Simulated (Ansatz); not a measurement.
Al2S3⁺. Total charge 1; doublet. Geometry PBE-D4/def2-SVP, that of the neutral singlet; atoms count from 1.

```xyz
5

Al    1.575   -0.430    0.029
Al   -1.618   -0.005    0.219
S     3.162    0.560   -0.735
S    -0.148   -1.500    0.857
S    -2.970    1.375   -0.370
```

The structure comes from a short search, and lower isomers may exist.

(1) Estimate the Mulliken populations from the PBE0/def2-TZVP orbitals of Ansatz.

(2) Where does the spin sit?

(3) And the Mayer bond orders between bonded heavy atoms (over 0.3)?

## Answers

(1) 
```tsv
atom	charge (e)	spin (α − β)
Al1	0.48	-0.03
Al2	0.48	-0.03
S3	0.04	0.54
S4	-0.04	-0.01
S5	0.04	0.54
```
Mulliken values and Mayer orders depend strongly on the basis.

(2) Summed by element: Al -0.06, S 1.06, of 1 unpaired in all. Largest on single atoms: S5 0.54, S3 0.54, Al2 -0.03.

(3) Al1–S3 1.93 (2.02 Å); Al1–S4 1.23 (2.19 Å); Al2–S4 1.23 (2.19 Å); Al2–S5 1.93 (2.02 Å).
